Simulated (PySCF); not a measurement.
Record of a relaxation.

BEt2(NH2), C₄H₁₂BN.
Bonds: B1–C2, B1–C9, B1–N16, C2–C3, C9–C10. Hydrogens: H4, H5 on C2; H6, H7, H8 on C3; H11, H12 on C9; H13, H14, H15 on C10; H17, H18 on N16.

Method: PBE0-D3(BJ)/def2-SVP geometry optimisation, gas phase in PySCF 2.14.0; density fitting, grid level 1; the optimiser is geomeTRIC in internal coordinates, started from a GFN2-xTB structure with every atom displaced at random (about 0.03 Å). 6 of its 15 geometries are shown. The frame can shift and turn from step to step; on so coarse a grid that alone can change the energy by a few meV, and forces under 0.02 eV/Å are noise.

Step 0: E = -6498.7591 eV, largest atomic force 6.003 eV/Å
```
atom  x, y, z in Å  |  force x, y, z in eV/Å
B1     -0.200   -0.522   -0.001   -1.084   5.900   0.241
C2      1.315   -0.516   -0.102    2.261   0.426  -1.405
C3      1.897   -0.531    1.279    2.887   0.993  -0.454
H4      1.829    0.371   -0.639   -1.247  -1.013   0.481
H5      1.667   -1.408   -0.667    0.022   0.116   0.196
H6      3.033   -0.531    1.240   -0.867  -0.045  -0.076
H7      1.691    0.353    1.868   -0.562   0.525   0.318
H8      1.673   -1.385    1.842   -0.805  -1.659   1.138
C9     -1.046    0.959    0.170    1.078  -2.269  -2.848
C10    -1.391    1.500   -1.243   -2.260   0.412   0.853
H11    -0.468    1.678    0.667    1.177   1.370   1.087
H12    -1.954    0.834    0.693   -1.426  -0.320   1.043
H13    -1.990    2.490   -1.218    0.834  -1.248   0.062
H14    -0.527    1.672   -1.833    1.305   0.286  -0.817
H15    -2.032    0.783   -1.820    0.343   0.325   0.360
N16    -0.985   -1.582   -0.031   -0.968  -4.235  -0.281
H17    -1.981   -1.634    0.011   -0.606   0.368   0.190
H18    -0.588   -2.514   -0.138   -0.083   0.070  -0.087
```

Step 3: E = -6499.5993 eV, largest atomic force 0.110 eV/Å
```
atom  x, y, z in Å  |  force x, y, z in eV/Å
B1     -0.276   -0.470   -0.007   -0.058  -0.094   0.005
C2      1.306   -0.521   -0.120    0.025   0.020  -0.006
C3      1.951   -0.465    1.270   -0.061   0.004  -0.003
H4      1.664    0.337   -0.716   -0.006  -0.015  -0.003
H5      1.650   -1.429   -0.647   -0.019   0.000   0.005
H6      3.050   -0.452    1.218    0.024  -0.002   0.015
H7      1.638    0.436    1.823    0.018  -0.010  -0.004
H8      1.657   -1.334    1.882    0.028   0.019  -0.005
C9     -1.043    0.912    0.148   -0.004  -0.006   0.005
C10    -1.344    1.513   -1.229    0.026   0.028  -0.002
H11    -0.431    1.627    0.727   -0.021  -0.026   0.004
H12    -1.987    0.784    0.709    0.015   0.012  -0.018
H13    -1.865    2.482   -1.161    0.010  -0.013   0.010
H14    -0.417    1.683   -1.803   -0.021  -0.006   0.003
H15    -1.976    0.842   -1.832   -0.004   0.003  -0.001
N16    -1.014   -1.662   -0.047    0.006   0.072  -0.009
H17    -2.019   -1.694    0.066    0.005   0.016  -0.003
H18    -0.600   -2.571   -0.203    0.036  -0.003   0.008
```

Step 6: E = -6499.6071 eV, largest atomic force 0.138 eV/Å
```
atom  x, y, z in Å  |  force x, y, z in eV/Å
B1     -0.318   -0.533   -0.009    0.101   0.092  -0.017
C2      1.267   -0.570   -0.130   -0.058   0.004  -0.009
C3      1.948   -0.381    1.227    0.064   0.012  -0.002
H4      1.595    0.238   -0.809    0.006  -0.013  -0.014
H5      1.607   -1.515   -0.590    0.030  -0.006   0.007
H6      3.047   -0.358    1.145   -0.022   0.000  -0.013
H7      1.642    0.563    1.705   -0.013   0.010   0.004
H8      1.693   -1.192    1.927   -0.026  -0.024   0.013
C9     -1.078    0.851    0.161   -0.006   0.009   0.014
C10    -1.266    1.564   -1.181   -0.012  -0.021   0.011
H11    -0.496    1.505    0.832    0.013   0.018   0.022
H12    -2.060    0.719    0.647   -0.032  -0.027  -0.007
H13    -1.751    2.546   -1.063   -0.003   0.006  -0.011
H14    -0.303    1.735   -1.688    0.021   0.005  -0.003
H15    -1.889    0.971   -1.870   -0.003   0.004   0.003
N16    -1.042   -1.727   -0.065   -0.005  -0.040   0.009
H17    -2.048   -1.770    0.038   -0.010  -0.028   0.000
H18    -0.602   -2.628   -0.200   -0.046  -0.003  -0.007
```

Step 8: E = -6499.6206 eV, largest atomic force 0.096 eV/Å
```
atom  x, y, z in Å  |  force x, y, z in eV/Å
B1     -0.398   -0.667   -0.024    0.044   0.080  -0.029
C2      1.187   -0.699   -0.155   -0.013  -0.062  -0.029
C3      1.926   -0.145    1.062    0.008   0.027   0.023
H4      1.473   -0.106   -1.044   -0.021   0.004  -0.008
H5      1.538   -1.726   -0.366    0.007   0.003   0.003
H6      3.019   -0.147    0.922    0.001  -0.009  -0.003
H7      1.631    0.895    1.278   -0.007   0.002   0.002
H8      1.715   -0.734    1.970   -0.013   0.013  -0.009
C9     -1.175    0.702    0.191   -0.006   0.015   0.057
C10    -1.036    1.675   -0.982   -0.005   0.001  -0.007
H11    -0.776    1.187    1.102   -0.001  -0.022  -0.005
H12    -2.246    0.523    0.397    0.000   0.000  -0.005
H13    -1.499    2.651   -0.769   -0.007  -0.001  -0.003
H14     0.021    1.865   -1.230    0.006   0.008   0.011
H15    -1.515    1.280   -1.892    0.022  -0.014  -0.004
N16    -1.119   -1.862   -0.115   -0.010  -0.044   0.038
H17    -2.126   -1.910   -0.028    0.002   0.007  -0.018
H18    -0.677   -2.764   -0.240   -0.007  -0.007  -0.012
```

Step 11: E = -6499.6328 eV, largest atomic force 0.248 eV/Å
```
atom  x, y, z in Å  |  force x, y, z in eV/Å
B1     -0.426   -0.723   -0.023   -0.117  -0.214   0.049
C2      1.153   -0.764   -0.166    0.019   0.175   0.047
C3      1.882   -0.015    0.953   -0.012  -0.049  -0.070
H4      1.403   -0.287   -1.133    0.022  -0.027  -0.009
H5      1.525   -1.800   -0.242   -0.003  -0.006   0.019
H6      2.976   -0.037    0.827    0.000   0.010   0.013
H7      1.576    1.043    0.992    0.027  -0.002  -0.006
H8      1.655   -0.447    1.940    0.018  -0.016   0.023
C9     -1.204    0.642    0.216    0.046  -0.025  -0.110
C10    -0.900    1.687   -0.859    0.029   0.011   0.048
H11    -0.911    1.043    1.203    0.006   0.007   0.038
H12    -2.292    0.464    0.277   -0.008   0.026  -0.005
H13    -1.433    2.636   -0.687   -0.015  -0.008  -0.009
H14     0.176    1.923   -0.894   -0.014   0.009  -0.006
H15    -1.180    1.327   -1.862   -0.019   0.019  -0.004
N16    -1.157   -1.916   -0.116    0.014   0.097  -0.059
H17    -2.167   -1.940   -0.071   -0.007  -0.026   0.019
H18    -0.735   -2.820   -0.280    0.012   0.019   0.022
```

Step 14: E = -6499.6372 eV, largest atomic force 0.025 eV/Å
```
atom  x, y, z in Å  |  force x, y, z in eV/Å
B1     -0.440   -0.735   -0.031    0.012   0.020  -0.004
C2      1.144   -0.770   -0.153   -0.001  -0.022  -0.012
C3      1.885   -0.006    0.943    0.006   0.009   0.013
H4      1.405   -0.330   -1.135   -0.004   0.001  -0.002
H5      1.510   -1.811   -0.197   -0.002   0.004   0.001
H6      2.979   -0.047    0.813   -0.001   0.001  -0.001
H7      1.601    1.058    0.960   -0.006  -0.001   0.002
H8      1.661   -0.413    1.942    0.000   0.000   0.000
C9     -1.218    0.632    0.191   -0.007   0.004   0.009
C10    -0.884    1.711   -0.839   -0.006   0.004  -0.004
H11    -0.954    1.005    1.199   -0.003  -0.003   0.002
H12    -2.310    0.466    0.217    0.003  -0.005  -0.004
H13    -1.430    2.649   -0.651    0.006   0.003   0.003
H14     0.190    1.955   -0.838    0.004  -0.003  -0.001
H15    -1.138    1.387   -1.861    0.002   0.000   0.000
N16    -1.162   -1.929   -0.135   -0.004  -0.009   0.000
H17    -2.172   -1.971   -0.091    0.000   0.003   0.000
H18    -0.723   -2.832   -0.258    0.000  -0.006  -0.002
```

**Question.** Summarise the path.

**Answer.** The energy falls by 20.25 kcal/mol from step 0 to step 14; nine tenths of that is first reached at step 2. It falls at every step. The largest force goes from 6.003 to 0.025 eV/Å. Among the bonds B1–C9 changes most, from 1.714 to 1.588 Å; the atoms move by 0.764 Å rms after alignment.

**Question.** Follow the three bonds and two angles with the largest change from start to end.

**Answer.** 
| step | E above end (kcal/mol) | largest force (eV/Å) | B1–C9 (Å) | B1–N16 (Å) | B1–C2 (Å) | B1–C2–H4 (°) | C2–B1–N16 (°) |
| --- | --- | --- | --- | --- | --- | --- | --- |
| 0 | 20.25 | 6.003 | 1.714 | 1.319 | 1.518 | 118.6 | 126.6 |
| 1 | 2.09 | 0.985 | 1.607 | 1.386 | 1.575 | 112.4 | 122.9 |
| 2 | 1.18 | 0.277 | 1.583 | 1.402 | 1.586 | 110.3 | 120.8 |
| 3 | 0.87 | 0.110 | 1.589 | 1.402 | 1.587 | 109.6 | 119.7 |
| 4 | 0.83 | 0.048 | 1.588 | 1.401 | 1.587 | 109.5 | 119.7 |
| 5 | 0.76 | 0.073 | 1.589 | 1.398 | 1.589 | 109.2 | 119.4 |
| 6 | 0.69 | 0.138 | 1.588 | 1.397 | 1.590 | 109.0 | 119.6 |
| 7 | 0.63 | 0.124 | 1.588 | 1.397 | 1.591 | 108.7 | 119.5 |
| 8 | 0.38 | 0.096 | 1.589 | 1.398 | 1.591 | 108.2 | 119.4 |
| 9 | 0.33 | 0.033 | 1.589 | 1.399 | 1.590 | 108.1 | 119.4 |
| 10 | 0.15 | 0.288 | 1.588 | 1.403 | 1.585 | 107.2 | 119.5 |
| 11 | 0.10 | 0.248 | 1.589 | 1.402 | 1.586 | 107.0 | 119.4 |
| 12 | 0.01 | 0.055 | 1.590 | 1.399 | 1.590 | 107.0 | 119.5 |
| 13 | 0.00 | 0.037 | 1.589 | 1.399 | 1.589 | 107.0 | 119.5 |
| 14 | 0.00 | 0.025 | 1.588 | 1.399 | 1.589 | 107.1 | 119.4 |

The cost below is that of the whole optimisation. The run took 1.9 min of wall time on one thread, Arm Neoverse V1 (aarch64), shared host, and the process peaked at 0.56 GiB of memory.
